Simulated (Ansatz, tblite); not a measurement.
Removing and adding an electron: Ga₆N₇H₂₄⁺, a cluster cut from zinc blende GaN (hydrogen-capped). Total charge 1; singlet. Geometry: PBE-D4/def2-SVP. Ansatz, gas phase; energy differences of separate SCF runs; the oxidised species was run as a doublet alone; the reduced species was run as a doublet alone.

```csv
atom,x (Å),y (Å),z (Å)
Ga1,0.862,-3.804,-0.307
Ga2,-0.190,1.972,3.374
Ga3,0.147,-0.958,1.545
Ga4,-0.621,0.835,-1.490
Ga5,0.148,-1.992,-3.371
Ga6,-0.957,3.785,0.323
N7,1.494,-2.004,0.539
N8,-0.337,-3.259,-1.857
N9,1.003,0.683,2.247
N10,-1.468,2.810,2.033
N11,0.758,-0.235,-2.425
N12,0.248,2.439,-0.721
N13,-1.102,-0.280,0.117
H14,2.162,-4.408,-0.950
H15,-0.073,-4.387,0.819
H16,0.790,3.117,3.821
H17,-1.030,0.965,4.247
H18,-0.586,-1.789,2.643
H19,-1.857,1.167,-2.382
H20,1.463,-2.561,-4.015
H21,-1.200,-1.548,-4.055
H22,0.027,4.933,0.750
H23,-2.245,3.845,-0.581
H24,2.179,-2.350,1.232
H25,2.074,-1.469,-0.123
H26,-0.403,-4.156,-2.371
H27,-1.310,-3.114,-1.545
H28,1.683,0.379,2.964
H29,1.582,1.208,1.576
H30,-2.302,2.220,1.892
H31,-1.847,3.595,2.594
H32,1.634,-0.382,-1.905
H33,1.057,0.323,-3.243
H34,1.130,2.268,-0.218
H35,0.538,3.027,-1.520
H36,-1.600,-1.108,-0.245
H37,-1.850,0.233,0.609
```

The xTB rows come from tblite. HSE06 is defined as in plane-wave codes, on full-range PBE exchange. Single mean-field runs in def2-TZVP are fitted with def2-universal-jkfit. HOMO above LUMO, or a gap near zero within one spin, warns that the state may not be the lowest or that an electron is smeared out.

| level | −HOMO (eV) | vertical IE (eV) | −LUMO (eV) | vertical EA (eV) | HOMO–LUMO gap (eV) | IE − EA (eV) | remarks |
| --- | --- | --- | --- | --- | --- | --- | --- |
| GFN1-xTB | 14.07 | 15.74 | 8.31 | 6.55 | 5.75 | 9.19 | – |
| GFN2-xTB | 14.29 | 15.85 | 9.28 | 7.34 | 5.01 | 8.51 | – |
| PBE-D4/def2-TZVP | 9.81 | – | 5.08 | 3.45 | 4.73 | – | gap within one spin near zero (doublet) |
| PBE0-D4/def2-TZVP | 11.05 | 12.36 | 4.24 | 3.16 | 6.81 | 9.19 | – |
| HSE06-D4/def2-TZVP | 10.65 | 12.25 | 4.61 | 3.19 | 6.04 | 9.06 | gap within one spin near zero (+2 doublet) |

Run but left out: PBE-D4/def2-TZVP (charge +2 doublet: an occupied level 0.05 eV above an empty one).   Raw xTB energy differences between charge states are shifted by several eV; the methods need an empirical correction for them.
